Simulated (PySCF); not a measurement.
A database entry of computed molecular properties.

```json
{
 "formula": "C6H7NOSi",
 "smiles": "O=C[SiH2]c1ccncc1",
 "charge": 0,
 "multiplicity": 1,
 "geometry_level": "GFN2-xTB",
 "atoms_angstrom": [
  ["O", -2.802, 1.465, -0.702],
  ["C", -2.786, 0.62, 0.157],
  ["Si", -1.677, -0.947, 0.039],
  ["C", 0.106, -0.317, 0.001],
  ["C", 0.456, 0.803, -0.751],
  ["C", 1.78, 1.212, -0.777],
  ["N", 2.745, 0.593, -0.119],
  ["C", 2.422, -0.466, 0.602],
  ["C", 1.13, -0.959, 0.695],
  ["H", -3.422, 0.756, 1.058],
  ["H", -1.917, -1.777, 1.221],
  ["H", -1.993, -1.634, -1.213],
  ["H", -0.295, 1.352, -1.299],
  ["H", 2.086, 2.077, -1.351],
  ["H", 3.24, -0.941, 1.128],
  ["H", 0.92, -1.829, 1.299]
 ],
 "electronic_structure_code": "PySCF",
 "results": {
  "GFN2-xTB geometry": {
   "point_group": "C1",
   "rotational_constants_GHz": [3.056, 0.872, 0.708]
  },
  "B3LYP/def2-SVPD ground state and vertical TDDFT (core frozen in the response)": {
   "dipole_D": 3.0,
   "homo_eV": -6.99,
   "lumo_eV": -2.29,
   "S1_eV": 3.11,
   "strongest_line_of_8_singlets_eV": 4.98,
   "T1_tda_eV": 2.47,
   "polarisability_au": 103.9,
   "r2_bohr2_about_centre_of_nuclear_charge": 1554.1,
   "singlets_eV_and_f": [
    [3.11, 0.004],
    [4.21, 0.009],
    [4.65, 0.002],
    [4.68, 0.005],
    [4.89, 0.0],
    [4.98, 0.042],
    [5.32, 0.026],
    [5.38, 0.012]
   ],
   "triplets_tda_eV": [2.47, 3.74, 4.23]
  }
 }
}
```

With B = h/(8π²I), that is 505.379 GHz u Å² over I, the principal moments of inertia are 165.4, 579.4 and 713.9 u Å² (most abundant isotopes); the inertial defect Ic − Ia − Ib is -30.9 u Å² (zero for a rigid planar frame, negative otherwise). 1 of the 8 computed singlets lies in the visible range (750 to 380 nm, 1.65 to 3.26 eV), with an oscillator strength of 0.004. The principal polarisabilities are 71.8, 110.9 and 129.0 au; their mean is the isotropic value.

Isolated species at its GFN2-xTB geometry (one conformer only).

Shape of the structure used: `[O:1]=[CH:2][SiH2:3][c:4]1[cH:5][cH:6][n:7][cH:8][cH:9]1`: O1–C2–Si3–C4 62°, C2–Si3–C4–C5 -41°.
